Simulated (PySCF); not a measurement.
C2H6Te3 (Me2Te3). Method used: PySCF 2.14.0, PBE0-D3(BJ)/def2-SVP geometry optimisation, gas phase, def2 core potentials past Kr.

```
atom  x, y, z in Å
C1     2.8145   -0.3358   -0.9758
Te2    1.8119   -0.7181    0.8972
Te3   -0.4177   -1.8694   -0.1402
Te4   -1.9236    0.2476   -0.9311
C5    -2.6883    0.7764    1.0170
H6     3.7868    0.1177   -0.7368
H7     2.9608   -1.2805   -1.5125
H8     2.2083    0.3622   -1.5670
H9    -1.8608    1.1401    1.6391
H10   -3.1645   -0.1003    1.4717
H11   -3.4292    1.5748    0.8691
```

**Question.** What is the longest distance between nuclei?

**Answer.** H6···H11, 7.53 Å; the next longest distance is 7.39 Å.

**Question.** Where is the centre of mass (commonest isotopes), and what is the radius of gyration?

**Answer.** Mass 419.766 u; centre at (-0.159, -0.707, -0.052) Å; Rg = √(Σ m r²/M) = 2.037 Å. As Ia + Ib + Ic = 2 Σ m r², the three principal moments sum to 3482.5 u·Å².

**Question.** What is the repulsion energy of the bare nuclei, Σ ZA·ZB/RAB?

**Answer.** 1863.17 Eh over 55 pairs, with full nuclear charges and distances in bohr; the largest single term is 526.98 Eh (Te2 with Te3).

**Question.** Give the dihedral angles C1–Te2–Te3–Te4, Te2–Te3–Te4–C5, H6–C1–Te2–Te3.

**Answer.** C1–Te2–Te3–Te4 -80° (synclinal); Te2–Te3–Te4–C5 -79° (synclinal); H6–C1–Te2–Te3 -178° (antiperiplanar). Dihedral signs follow IUPAC: positive where, seen along the central bond, the front bond turns clockwise onto the rear one.

**Question.** How far apart are these pairs, which share no bond: C1···H9, C1···H10, Te3···H6, H6···H7, H6···H9, H7···H10?

**Answer.** C1···H9 5.556 Å (5 bonds apart); C1···H10 6.465 Å (5 bonds apart); Te3···H6 4.689 Å (3 bonds apart); H6···H7 1.800 Å (2 bonds apart); H6···H9 6.212 Å (6 bonds apart); H7···H10 6.915 Å (6 bonds apart).

**Question.** What are the angles C1–Te2–Te3, Te2–Te3–Te4, Te3–Te4–C5, Te4–C5–H11, Te4–C5–H9, H10–C5–H11?

**Answer.** From the scalar product of the two bond vectors; for C1–Te2–Te3 it is -0.7325 Å² over 2.1586 × 2.7153 Å², cos θ = -0.1250. C1–Te2–Te3 97.2°; Te2–Te3–Te4 103.7°; Te3–Te4–C5 97.2°; Te4–C5–H11 107.2°; Te4–C5–H9 109.0°; H10–C5–H11 110.1°.

**Question.** Write the matrix of distances between heavy atoms (Å, lower triangle).

**Answer.** 
```
C1    0.000
Te2   2.159  0.000
Te3   3.674  2.715  0.000
Te4   4.774  4.270  2.716  0.000
C5    5.957  4.743  3.674  2.159  0.000
```

No PBE0-D3(BJ)/def2-SVP frequencies stand behind this structure, so it isn't proved a minimum. The numbers are those of one conformer.

On one thread of an Intel Xeon Platinum 8375C at 2.90 GHz, no GPU (shared host), this took 61 s and 0.51 GiB of memory at its peak. This is the geometry optimisation.
